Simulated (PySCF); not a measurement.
**N³⁺ (nitrogen, charge +3) across methods**

[He] 2s2, closed-shell 1S. All numbers are calculated (PySCF 2.14, the spin-free X2C one-electron Hamiltonian (Gaussian nucleus), in aug-cc-pVQZ-DK).

| method | E (hartree) | mean ε 1s (eV) | mean ε 2s (eV) | Σ⟨r²⟩ (bohr²) | ⟨S²⟩ |
| --- | --- | --- | --- | --- | --- |
| PW91 | -51.1916 | -451.09 | -68.191 | 3.015 | 0.000 |
| UHF | -51.11176 | -493.31 | -75.332 | 3.039 | 0.000 |
| PBE0 | -51.1724 | -461.48 | -70.179 | 3.017 | 0.000 |
| PBE | -51.1601 | -450.64 | -68.113 | 3.016 | 0.000 |
| r2SCAN | -51.1893 | -455.36 | -68.513 | 3.028 | 0.000 |
| LDA | -50.7498 | -447.40 | -67.793 | 3.037 | 0.000 |
| B3LYP | -51.2205 | -459.97 | -69.859 | 3.023 | 0.000 |
| TPSS | -51.2372 | -453.78 | -68.475 | 3.010 | 0.000 |

(1) Estimate the same row for r2SCANh.

Results:

(1) E (hartree) = -51.1915; mean ε 1s (eV) = -459.20; mean ε 2s (eV) = -69.273; Σ⟨r²⟩ (bohr²) = 3.027; ⟨S²⟩ = 0.000.
